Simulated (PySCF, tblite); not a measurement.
Isomers of C3H9ClSSi2, one GFN2-xTB conformer each. Single-point energies are computed at PBE0/pcSseg-1 (PySCF, gas phase, no added dispersion term), electronic only.

**Question.** Rank them by PBE0/pcSseg-1 energy, lowest first (kJ/mol).
A. `[CH3:1][S:2][Si@@H:3]([Cl:4])/[CH:5]=[CH:6]/[SiH3:7]` with C1–S2–Si3–Cl4 55°, S2–Si3–C5–C6 4°
B. `[CH3:1]/[CH:2]=[CH:3]/[SiH2:4][S:5][SiH2:6][Cl:7]` with C2–C3–Si4–S5 145°, C3–Si4–S5–Si6 -43°, Si4–S5–Si6–Cl7 -33°
C. `[CH3:1][C@@H:2]1[CH2:3][Si@@H:4]([Cl:5])[S:6][SiH2:7]1` with C1–C2–C3–Si4 -173°, C2–C3–Si4–Cl5 -84°, C3–Si4–S6–Si7 -9°, Si4–S6–Si7–C2 -12°
D. `[CH2:1]=[CH:2][CH2:3][SiH2:4][S:5][SiH2:6][Cl:7]` with C1–C2–C3–Si4 112°, C2–C3–Si4–S5 -71°, C3–Si4–S5–Si6 67°, Si4–S5–Si6–Cl7 31°
E. `[SiH3:1][S:2][CH2:3][SiH2:4]/[CH:5]=[CH:6]\[Cl:7]` with Si1–S2–C3–Si4 83°, S2–C3–Si4–C5 50°, C3–Si4–C5–C6 177°
F. `[Cl:1][Si@H:2]1[CH2:3][CH2:4][S:5][SiH2:6][CH2:7]1` with Cl1–Si2–C3–C4 63°, Si2–C3–C4–S5 74°, C3–C4–S5–Si6 -71°, C4–S5–Si6–C7 56°
G. `[Cl:1][SiH2:2][SiH2:3][S:4][CH:5]1[CH2:6][CH2:7]1` with Cl1–Si2–Si3–S4 180°, Si2–Si3–S4–C5 180°, Si3–S4–C5–C6 80°

**Answer.** C (0.0), F (52.2), B (121.1), D (129.1), A (200.7), G (243.1), E (360.2).

As drawn, the highest has a C=C bond outside aromatic rings, which the lowest lacks. Neighbours under 10 kJ/mol apart (C/C=C/[SiH2]S[SiH2]Cl and C=CC[SiH2]S[SiH2]Cl) can change places with a better method, another conformer or zero-point energy. GFN2-xTB itself gives, in the same order: 0.0, 84.0, 69.5, 78.1, 199.4, 152.9, 290.7. Both levels put the same isomer lowest; measured from each level's own lowest isomer, the values differ by up to 90.2 kJ/mol (Cl[SiH2][SiH2]SC1CC1: 152.9 against 243.1).

**Question.** Which frontier levels, dipoles and rotational constants go with these structures?

**Answer.** 
| SMILES | HOMO (eV, PBE0/pcSseg-1) | LUMO (eV) | dipole (D) | A, B, C (MHz) |
| --- | --- | --- | --- | --- |
| C[C@@H]1C[Si@@H](Cl)S[SiH2]1 | -7.40 | -0.16 | 3.17 | 1740, 931.7, 698.3 |
| Cl[Si@H]1CCS[SiH2]C1 | -6.87 | 0.25 | 1.44 | 1870, 904.1, 761.7 |
| C/C=C/[SiH2]S[SiH2]Cl | -7.32 | -0.61 | 2.40 | 1399, 838.3, 601.4 |
| C=CC[SiH2]S[SiH2]Cl | -7.18 | -0.18 | 1.45 | 1324, 1008, 757.6 |
| CS[Si@@H](Cl)/C=C/[SiH3] | -7.08 | -1.23 | 0.93 | 1821, 579.1, 463.5 |
| Cl[SiH2][SiH2]SC1CC1 | -6.95 | -0.93 | 1.84 | 4501, 424.0, 401.0 |
| [SiH3]SC[SiH2]/C=C\Cl | -6.77 | -0.72 | 0.63 | 2630, 462.1, 452.1 |

**Question.** What happens when harmonic zero-point energies from GFN2-xTB frequencies are added?

**Answer.** 
```
                      SMILES  ZPE (kJ/mol)  electronic (kJ/mol)  with ZPE (kJ/mol)
C[C@@H]1C[Si@@H](Cl)S[SiH2]1         293.9                  0.0                0.0
        Cl[Si@H]1CCS[SiH2]C1         290.4                 52.2               48.7
       C/C=C/[SiH2]S[SiH2]Cl         277.8                121.1              104.9
         C=CC[SiH2]S[SiH2]Cl         279.1                129.1              114.2
    CS[Si@@H](Cl)/C=C/[SiH3]         273.1                200.7              179.9
        Cl[SiH2][SiH2]SC1CC1         280.3                243.1              229.6
       [SiH3]SC[SiH2]/C=C\Cl         266.8                360.2              333.1
```

The zero-point energies span 27.1 kJ/mol. The order is unchanged.
